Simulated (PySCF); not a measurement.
CH10O2Si3, SMILES C(O)[Si@@H]([SiH2][SiH3])O. Geometry: B3LYP-D3(BJ)/def2-SVP. The structure was generated by enumeration; whether it is a known compound was not checked. The values are those of a single conformer.

Computed equilibrium geometry at B3LYP-D3(BJ)/def2-SVP (PySCF confirms it by a frequency run) as Cartesian coordinates in Å (one conformer of several):
```xyz
16

O      0.3797    -0.8330     1.7549
C     -0.7504    -1.5263     1.2419
Si    -0.9375    -1.0151    -0.5819
O      0.2386    -1.6851    -1.5722
Si    -0.5719     1.2957    -0.6315
Si     1.5044     1.7757     0.3674
H      0.4582    -0.9921     2.7042
H     -1.6879    -1.2502     1.7691
H     -0.6467    -2.6276     1.3376
H     -2.3033    -1.4592    -1.0135
H      0.2129    -2.6397    -1.7084
H     -1.6640     1.9643     0.1442
H     -0.6246     1.8120    -2.0333
H      2.0245     3.0776    -0.1585
H      1.3543     1.9103     1.8439
H      2.5040     0.7193     0.0466
```
Charge 0, spin multiplicity 1.
